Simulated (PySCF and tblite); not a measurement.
Values are calculated unless marked as measured or tabulated.
## Rotation: stationary points, barriers and rates

System: C6H9F2 (charge +1), numbered as in [CH2:1]=[CH:2][C+:3]([CH3:4])[CH2:5][CH:6]([F:7])[F:8].

Motion: rotation about the C2–C3 bond (torsion C1–C2–C3–C4 from -16° to 182°, rising). The path came from a restrained scan, a climbing-image band and a saddle search at GFN2-xTB; energies are PBE0/pcSseg-1 + D3(BJ)//GFN2-xTB, thermal terms GFN2-xTB. Rate constants are transition-state-theory values, counting equivalent paths, without tunnelling. Run with tblite and PySCF.

```tsv
point	symmetry	E(GFN2) kcal/mol	E(DFT) kcal/mol	ZPE change kcal/mol	lowest mode cm⁻¹
start	C1	0.0	0.0	0.00	52
saddle	C1	9.4	17.2	-1.21	261i
end	C1	-0.5	-0.4	0.03	53
```

```json
{
 "Electronic barrier": "17.2 kcal/mol",
 "Barrier with zero-point energy": "16.0 kcal/mol",
 "ΔH‡ (298 K)": "15.7 kcal/mol",
 "ΔS‡ (298 K, symmetry apart)": "-1.9 cal/(mol K)",
 "Paths": "1 equivalent path",
 "End point": "a different minimum",
 "Mean lifetime of the start against this motion at 298 K": "130 ms",
 "Cost": "73 s on 1 thread of Arm Neoverse V2, on a host shared with other jobs (rough), peak memory 0.85 GiB, launched as `OMP_NUM_THREADS=1 python ens_run.py task.json out`"
}
```

| T/K | ΔG‡ kcal/mol | k s⁻¹ | ΔG kcal/mol | k back s⁻¹ |
| --- | --- | --- | --- | --- |
| 150 | 16.1 | 1.2×10⁻¹¹ | -0.3 | 4.6×10⁻¹² |
| 200 | 16.1 | 9.9×10⁻⁶ | -0.3 | 5×10⁻⁶ |
| 250 | 16.2 | 0.037 | -0.3 | 0.021 |
| 298 | 16.2 | 7.6 | -0.3 | 4.8 |
| 350 | 16.3 | 468 | -0.3 | 315 |
| 400 | 16.4 | 9120 | -0.3 | 6410 |
| 500 | 16.6 | 6×10⁵ | -0.3 | 4.4×10⁵ |

ΔG and ΔG‡ leave out symmetry numbers and mirror images; rates count paths: 1 out, 1 back.

The ion is treated without a counter-ion.
